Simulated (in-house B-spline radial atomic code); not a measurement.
RPA and G0W0 on LDA exchange-only: Xe⁸⁺

Configuration [Kr] 4d10, mean-field start LDA exchange-only. Computed with an all-electron radial atomic-structure program (B-spline basis): all electrons, scalar-relativistic (spin-free one-electron X2C), finite nucleus, each spin shell either full or empty, empty states to l = 9 with an (l + 1/2)⁻⁴ tail; G0W0 by contour deformation at full frequency.

Command:
```bash
python run_gw.py task.json out
```
Settings (radii: box in bohr, nucleus in fm):
```
Z                        54
electrons                46
configuration            [Kr] 4d10
hamiltonian              x2c
method                   lda,
lmax                     9
rms_radius               4.7859
spin_polarised           False
box_radius               7.7
intervals                66
```

Cost of the run: 4.2 s on 1 thread of Arm Neoverse N1, on a shared host.

Energies (hartree):

```
                                     term        value
                         mean-field total  -7419.32216
Hartree-Fock functional on these orbitals  -7428.24084
                      direct second order      -4.1555
                    second-order exchange       1.1476
                         SOSEX correction       1.0843
```

Task: What is the RPA correlation energy, and what remains with SOSEX?

Result: RPA gives -3.7345 hartree (-2.21 eV per electron); RPA + SOSEX gives -2.6502, and the second-order doubles -3.0079 hartree (no singles). SOSEX takes back 29 % of the RPA value.

Quasi-particle levels (eV):

```json
{"level": "4d", "occupied": "yes", "mean field": "-165.80", "Σx - vxc": "-15.28", "Σc": "?", "QP weight": "?", "G0W0": "?"}
{"level": "5s", "occupied": "no", "mean field": "-112.32", "Σx - vxc": "8.34", "Σc": "-2.42", "QP weight": "0.984", "G0W0": "-106.41"}
```

G0W0 = mean field + (Σx - vxc) + Σc, with Σc (partial-wave tail included) taken at the quasi-particle energy. Only the outer levels were computed. Levels of low weight are left out.

Task: Where does G0W0 put 4d?

Result: At -180.89 eV, with Σc = 0.19 eV and a quasi-particle weight of 0.967. The tabulated removal energy is 179.84 ± 0.12 eV (NIST, measured); the calculation leaves out spin-orbit coupling, Breit and QED terms, and what these don't explain is the method's own error.
